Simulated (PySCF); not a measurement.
## How methods differ on the ionisation energy of Cl²⁺

Cl²⁺ [Ne] 3s2 3p3 (4S) → Cl³⁺ [Ne] 3s2 3p2 (3P), as a difference of total energies. Computed with PySCF 2.14 in x2c-TZVPPall, with the spin-free X2C one-electron Hamiltonian (Gaussian nucleus). Correlated levels: valence: [Ne] frozen. The calculations carry no spin-orbit coupling.

| method | ionisation energy (eV) |
| --- | --- |
| UHF | 38.940 |
| MP2 (valence) | 39.588 |
| SCS-MP2 (valence) | 39.388 |
| CCSD (valence) | 39.519 |
| CCSD(T) (valence) | 39.553 |

**Question.** How much does correlation contribute at CCSD(T) (valence)?

**Answer.** 39.553 − (38.940) = 0.613 eV, measured against UHF.

A first-order spin-orbit estimate (lowest level to lowest level, LS coupling) adds -0.104 eV.

Errors of the correlated levels include the incompleteness of this basis and the frozen core.

For comparison: 39.8 ± 0.11 eV (semi-empirical (NIST evaluation); NIST Atomic Spectra Database, ionization energies).
